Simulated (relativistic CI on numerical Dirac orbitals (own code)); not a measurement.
**Charge states of cadmium**

Calculated at this level of theory: Dirac-Coulomb-Breit CI, separate exchange-only KLI orbitals for each configuration, a model potential for QED, valence Slater integrals scaled by 0.9 (own radial code, finite nucleus).

Each species is treated in one configuration, given outside its closed core. Radial values are for the open shell of highest l, unscaled and averaged over j; ζ includes the Breit term. Labels give the leading LS character, summed over repeated terms.

```csv
Ion,Configuration,Its lowest level,LS weight (%),Next level,E (cm⁻¹),ζ (cm⁻¹),g_J,g√(J(J+1))
Cd24+,3d6,5D_4,77,5D_2,31038,25400,1.430,6.39
Cd25+,3d5,6S_5/2,80,J = 5/2 (mixed),81223,26240,1.900,5.62
Cd26+,3d4,5D_0,56,5D_1,33287,27100,,0.00
Cd27+,3d3,4F_3/2,78,4F_5/2,41668,27990,0.511,0.99
Cd28+,3d2,3F_2,86,3F_3,60709,28910,0.713,1.75
Cd29+,3d,2D_3/2,100,2D_5/2,74822,29840,0.795,1.54
Cd30+,3s2.3p6,1S_0,100,,,,,0.00
Cd31+,3s2.3p5,2P°_3/2,100,2P°_1/2,359420,239200,1.329,2.57
Cd32+,3s2.3p4,3P_2,74,1S_0,84994,243800,1.367,3.35
Cd33+,3s2.3p3,J = 3/2 (mixed),41,J = 3/2 (mixed),316040,248500,1.443,2.79
Cd34+,3s2.3p2,3P_0,76,3P_1,330330,253300,,0.00
Cd35+,3s2.3p,2P°_1/2,100,2P°_3/2,387840,258100,0.659,0.57
Cd36+,3s2,1S_0,100,,,,,0.00
Cd37+,3s,2S_1/2,100,,,,1.995,1.73
Cd38+,2s2.2p6,1S_0,100,,,,,0.00
Cd39+,2s2.2p5,2P°_3/2,100,2P°_1/2,1.6023e+06,1.066e+06,1.320,2.56
Cd40+,2s2.2p4,3P_2,72,1S_0,254260,1.089e+06,1.344,3.29
Cd41+,2s2.2p3,?,?,?,?,?,?,?
Cd42+,2s2.2p2,3P_0,72,3P_1,1.5627e+06,1.137e+06,,0.00
Cd43+,2s2.2p,2P°_1/2,100,2P°_3/2,1.7459e+06,1.162e+06,0.647,0.56
Cd44+,2s2,1S_0,100,,,,,0.00
Cd45+,2s,2S_1/2,100,,,,1.982,1.72
Cd46+,1s2,1S_0,100,,,,,0.00
```

(1) Fill in the row of Cd41+.

Results:

(1) Its lowest level J = 3/2 (mixed); LS weight (%) 45; Next level 4S°_3/2; E (cm⁻¹) 1.5037e+06; ζ (cm⁻¹) 1.113e+06; g_J 1.382; g√(J(J+1)) 2.68.
